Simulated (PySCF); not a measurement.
TaF3, SMILES [F][Ta]([F])[F] (connectivity only; charge and spin as stated), neutral, multiplicity 3. Atoms are numbered in the order given.

```xyz
4

Ta     0.0000     0.0000    -0.0553
F      0.0000    -1.7646    -0.7029
F      0.0000     1.7646    -0.7029
F      0.0000     0.0000     1.8542
```
Charge 0, spin multiplicity 3.

Geometry optimised at PBE-D3(BJ)/def2-TZVP. A frequency run showed that this geometry is not a minimum. The spin state was assumed, not searched. The def2 effective core potentials stand for the cores of Ta; spin–orbit coupling is left out.

Method: PBE-D3(BJ)/def2-TZVP in PySCF 2.14.0.

Frequencies are harmonic and unscaled.

Task: Give all harmonic wavenumbers and intensities. (An estimate is asked for; the answer gives what the named calculation found.)

Result: 
```csv
mode,ν (cm⁻¹),IR (km/mol),moving atoms (share of kinetic energy)
1,41i,18.1,"F 91 %, Ta 9 %"
2,103,4.5,"F 77 %, Ta 23 %"
3,147,4.0,"F 89 %, Ta 11 %"
4,625,198.9,"F 85 %, Ta 15 %"
5,637,118.3,"F 88 %, Ta 12 %"
6,664,5.8,F 99 %
```
